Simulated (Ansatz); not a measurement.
Cost and result up the ladder for closo-1-SB4 (no H on S) (B₄H₄S) (9 atoms). The state is a singlet with charge 0. Geometry: PBE0-D4/def2-SVP.

```xyz
9

B    -0.801    0.535    0.529
B     1.015    0.405    0.118
S    -0.106    1.478   -0.938
B     0.063   -0.874    0.555
B    -0.253   -0.392   -0.995
H    -1.680    0.986    1.206
H     2.151    0.713    0.340
H     0.135   -1.881    1.194
H    -0.523   -0.970   -2.009
```

Ansatz on 4 threads of Intel Xeon on a shared host. Times are rough, and most runs start from the orbitals of an earlier one. ωB97X-V/def2-TZVP serves as the yardstick here, not as an exact answer. Differences are given only for rows in sets of like size (and for xTB, whose basis is part of the method), since another set adds its own error. Binding counts from free atoms at the same level (B doublet, S triplet, H doublet; other spins of the atoms weren't run), without zero-point energy or a counterpoise term.

LC-ωPBE has ω = 0.4 bohr⁻¹. Correlated methods freeze 9 core orbitals.

Correlated methods converge slowly with the basis.

```tsv
level	functions	wall time	binding energy per atom (eV)	difference from ωB97X-V/def2-TZVP (eV)
HF/STO-3G	33	0.62 s	4.20	–
PBE0-D4/def2-SVP	94	2.1 s	4.07	–
PBE-D4/def2-SVP	94	2.3 s	4.11	–
HF/def2-TZVP	185	2.9 s	2.96	-0.98
revPBE-D4/def2-TZVP	185	3.9 s	3.98	0.03
PBE-D4/def2-TZVP	185	4.1 s	4.08	0.14
LC-ωPBE/def2-TZVP	185	4.8 s	3.97	0.03
r2SCAN-D4/def2-TZVP	185	7 s	4.03	0.09
PBE-D4/def2-TZVPD	230	7.5 s	4.08	0.13
r2SCAN0-D4/def2-TZVP	185	7.5 s	3.98	0.04
PBE0-D4/def2-TZVPD	230	8 s	4.02	0.08
r2SCAN-D4/def2-TZVPD	230	10 s	4.03	0.09
ωB97X-V/def2-TZVP	185	11 s	3.94	0.00
CCSD(T)/def2-TZVPP	222	74 s	3.80	-0.15
```
